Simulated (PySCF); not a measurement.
Li(Cl) cation (ClLi), SMILES [Cl][Li] (connectivity only; charge and spin as stated), charge +1, multiplicity 2.

Geometry: PBE-D3(BJ)/def2-TZVPD. The spin state was assumed, not searched.

Calculation: IEF-PCM-PBE0/def2-TZVPD (PySCF).

The values are the electrostatic part of the solvation free energy, E(continuum) − E(gas) at the gas-phase geometry, in a cavity of scaled van der Waals radii (PySCF's table); cavitation and dispersion terms are not included. A continuum can't describe solvent molecules that bind to the metal.

| solvent | ε | ΔG(elec) (kcal/mol) |
|---|---|---|
| water | 78.36 | -68.1 |
| methanol | 32.61 | -66.9 |
| chlorobenzene | 5.70 | -56.6 |
